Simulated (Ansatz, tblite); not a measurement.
Cost and result up the ladder for triphenyltelluronium hexafluoroantimonate (C18H15F6SbTe) (41 atoms). The state is a singlet with charge 0. Geometry: PBE-D4/def2-SVP.

Ansatz on 2 threads of AMD EPYC 7R13 on a shared host and a share (18 GiB) of an NVIDIA H100 80GB HBM3; xTB runs through tblite on one thread. Times are rough, summed over both states, and most runs start from the orbitals of an earlier one. PBE0-D4/def2-TZVP serves as the yardstick here, not as an exact answer. The other state is a triplet.

In the def2 sets Sb, Te take a core potential; there is no spin–orbit coupling. The xTB rows come from tblite. Single mean-field runs in def2-TZVP are fitted with def2-universal-jkfit.

xTB has no spin-polarisation term.

| level | functions | wall time |
| --- | --- | --- |
| GFN1-xTB | 144 | 0.38 s |
| GFN2-xTB | 129 | 0.41 s |
| PBE0-D4/def2-TZVP | 934 | 35 s |
| PBE-D4/def2-TZVP (with forces) | 934 | 40 s |

Problem. Estimate what each level gives for the vertical triplet (eV).

Solution. 
| level | vertical triplet (eV) | difference from PBE0-D4/def2-TZVP (eV) |
| --- | --- | --- |
| GFN1-xTB | 2.77 | -1.23 |
| GFN2-xTB | 4.05 | 0.05 |
| PBE0-D4/def2-TZVP | 4.00 | 0.00 |
| PBE-D4/def2-TZVP (with forces) | 3.89 | -0.10 |
